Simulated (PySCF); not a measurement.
**Two-component Hartree-Fock for Re⁶³⁺ (rhenium, charge +63)**

Start: [Ne] 3s2. Calculated with PySCF 2.14 in an uncontracted even-tempered set (17 s from 7.2 bohr⁻², ratio 2.6; 14 p from 9.4 bohr⁻², ratio 2.6; 6 d from 9.6 bohr⁻², ratio 2.8; 4 f from 130 bohr⁻², ratio 2.8): generalised Hartree-Fock with the X2C-1e Hamiltonian and a Gaussian nucleus; spin-orbit coupling (SO) screened by Boettger's factors.

```
spinor shell  electrons  ε, screened SO (eV)  weight of nominal j (screened SO)  rms radius, screened SO (bohr)
       1s1/2          2             -77473.9                              1.000                          0.0204
       2s1/2          2             -17745.8                              1.000                          0.0810
       2p1/2          2             -17239.0                              1.000                          0.0687
       2p3/2          4             -15750.5                              1.000                          0.0758
       3s1/2          2              -7234.5                              1.000                           0.193
```

```json
{"quantity": "E (hartree)", "screened SO": "-11939.96993"}
{"quantity": "M_J", "screened SO": "0"}
{"quantity": "⟨J²⟩", "screened SO": "0.000"}
{"quantity": "⟨L²⟩", "screened SO": "0.036"}
{"quantity": "⟨S²⟩", "screened SO": "0.036"}
```

Breit and QED terms are absent; they matter most for the inner s and p1/2 levels.

Densities and radii are taken from the X2C orbitals without a picture-change correction, which distorts them close to the nucleus.
